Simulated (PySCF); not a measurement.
Ga(F)(NH2)2 (FGaH4N2), SMILES [F][Ga]([NH2])[NH2]. Atoms are numbered in the order given.

```xyz
8

Ga     0.0000     0.0000    -0.0134
F      0.0000     0.0000     1.7439
N     -1.6205    -0.0497    -0.8008
H     -1.7616     0.1705    -1.7781
H     -2.4593     0.1070    -0.2560
N      1.6205     0.0497    -0.8008
H      1.7616    -0.1705    -1.7781
H      2.4593    -0.1070    -0.2560
```
Charge 0, spin multiplicity 1.

Geometry: PBE0-D3(BJ)/def2-SVP. The structure was generated by enumeration; whether it is a known compound was not checked. The values are those of a single conformer.

Calculation: PBE0-D3(BJ)/def2-SVP run with PySCF.

Frequencies are harmonic and unscaled.

```json
[
 {"mode": "1", "ν (cm⁻¹)": "160", "IR (km/mol)": "1.5", "moving atoms (share of kinetic energy)": "N 54 %, H 28 %, Ga 15 %"},
 {"mode": "2", "ν (cm⁻¹)": "174", "IR (km/mol)": "136.1", "moving atoms (share of kinetic energy)": "N 45 %, Ga 24 %, F 21 %, H 10 %"},
 {"mode": "3", "ν (cm⁻¹)": "188", "IR (km/mol)": "41.6", "moving atoms (share of kinetic energy)": "F 39 %, N 28 %, Ga 22 %, H 10 %"},
 {"mode": "4", "ν (cm⁻¹)": "211", "IR (km/mol)": "19.9", "moving atoms (share of kinetic energy)": "H 86 %, N 14 %"},
 {"mode": "5", "ν (cm⁻¹)": "241", "IR (km/mol)": "201.8", "moving atoms (share of kinetic energy)": "H 82 %, Ga 10 %"},
 {"mode": "6", "ν (cm⁻¹)": "268", "IR (km/mol)": "3.7", "moving atoms (share of kinetic energy)": "H 92 %, N 8 %"},
 {"mode": "7", "ν (cm⁻¹)": "351", "IR (km/mol)": "27.1", "moving atoms (share of kinetic energy)": "H 96 %"},
 {"mode": "8", "ν (cm⁻¹)": "672", "IR (km/mol)": "8.8", "moving atoms (share of kinetic energy)": "F 47 %, N 43 %"},
 {"mode": "9", "ν (cm⁻¹)": "718", "IR (km/mol)": "11.5", "moving atoms (share of kinetic energy)": "H 83 %, N 17 %"},
 {"mode": "10", "ν (cm⁻¹)": "724", "IR (km/mol)": "37.1", "moving atoms (share of kinetic energy)": "N 37 %, F 33 %, Ga 19 %, H 11 %"},
 {"mode": "11", "ν (cm⁻¹)": "767", "IR (km/mol)": "102.1", "moving atoms (share of kinetic energy)": "N 59 %, Ga 27 %, H 14 %"},
 {"mode": "12", "ν (cm⁻¹)": "787", "IR (km/mol)": "105.5", "moving atoms (share of kinetic energy)": "H 75 %, N 18 %"},
 {"mode": "13", "ν (cm⁻¹)": "1517", "IR (km/mol)": "42.5", "moving atoms (share of kinetic energy)": "H 89 %, N 11 %"},
 {"mode": "14", "ν (cm⁻¹)": "1525", "IR (km/mol)": "10.6", "moving atoms (share of kinetic energy)": "H 90 %, N 10 %"},
 {"mode": "15", "ν (cm⁻¹)": "3629", "IR (km/mol)": "57.2", "moving atoms (share of kinetic energy)": "H 96 %"},
 {"mode": "16", "ν (cm⁻¹)": "3630", "IR (km/mol)": "5.0", "moving atoms (share of kinetic energy)": "H 96 %"},
 {"mode": "17", "ν (cm⁻¹)": "3739", "IR (km/mol)": "64.7", "moving atoms (share of kinetic energy)": "H 91 %, N 9 %"},
 {"mode": "18", "ν (cm⁻¹)": "3739", "IR (km/mol)": "15.1", "moving atoms (share of kinetic energy)": "H 91 %, N 9 %"}
]
```
